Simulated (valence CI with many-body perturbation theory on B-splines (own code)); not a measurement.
# O3+: calculated level list

Level of theory: configuration interaction combined with many-body perturbation theory (CI+MBPT): three valence electrons over a frozen Dirac-Fock core [He], radial functions for each j: 11 s, 11 p, 9 d, 7 f, 5 g, 2 h, 1 i, with the one-electron correlation potential Σ1 (screened to all orders), the two-electron term Σ2, the three-electron term Σ3, Breit, model QED; selected single and double excitations, second order for the rest, scaled by the run's own slope (own B-spline code, finite nucleus).

Against 43 measured levels this calculation errs by 73 cm⁻¹ on average and by 162 at most. These come from a selection out of Moore, Selected Tables of Atomic Spectra, NSRDS-NBS 3, section 10. Levels without a partner in it may be off by more.

Levels 46 to 64 of 64, with energies above the lowest level, 2s²2p ²P°_1/2. "Leading %" is the weight of the configuration and term that name the level; weights of strongly mixed levels are sums over their largest components and can fall short. In the jj column 3d3/2^4 stands for four electrons in 3d with j = 3/2.

```tsv
No.	Configuration	Term	J	E (cm⁻¹)	Leading %	Second component	Leading jj
46	2s2p3d	⁴D°	5/2	499759	97		2s 2p3/2 3d3/2 (41 %)
47	2s2p3d	⁴D°	7/2	499824	97		2s 2p3/2 3d5/2 (69 %)
48	2s²4p	²P°	1/2	499897	89	6 % 2p²4p ²P°	2s^2 4p1/2 (89 %)
49	2s²4p	²P°	3/2	499940	89	6 % 2p²4p ²P°	2s^2 4p3/2 (89 %)
50	2s2p3d	²D°	3/2	501458	97		2s 2p3/2 3d5/2 (47 %)
51	2s2p3d	²D°	5/2	501513	97		2s 2p3/2 3d5/2 (36 %)
52	2s2p3d	⁴P°	5/2	504020	97		2s 2p3/2 3d5/2 (44 %)
53	2s2p3d	⁴P°	3/2	504133	97		2s 2p3/2 3d3/2 (46 %)
54	2s2p3d	⁴P°	1/2	504206	97		2s 2p3/2 3d3/2 (83 %)
55	2s²4d	²D	3/2	510503	92	6 % 2p²4d ²D	2s^2 4d3/2 (92 %)
56	2s²4d	²D	5/2	510509	92	6 % 2p²4d ²D	2s^2 4d5/2 (92 %)
57	2s2p3d	²F°	5/2	510726	96		2s 2p1/2 3d5/2 (50 %)
58	2s2p3d	²F°	7/2	510958	95		2s 2p3/2 3d3/2 (51 %)
59	2s²4f	²F°	5/2	513225	90	6 % 2p²4f ²F°	2s^2 4f5/2 (90 %)
60	2s²4f	²F°	7/2	513237	89	6 % 2p²4f ²F°	2s^2 4f7/2 (89 %)
61	2s2p3d	²P°	3/2	514215	87	9 % 2s2p3s ²P°	2s 2p3/2 3d5/2 (35 %)
62	2s2p3d	²P°	1/2	514365	87	9 % 2s2p3s ²P°	2s 2p3/2 3d5/2 (70 %)
63	2s2p3s	²P°	1/2	518802	83	9 % 2s2p3d ²P°	2s 2p3/2 3s (53 %)
64	2s2p3s	²P°	3/2	518812	83	9 % 2s2p3d ²P°	2s 2p3/2 3s (57 %)
```
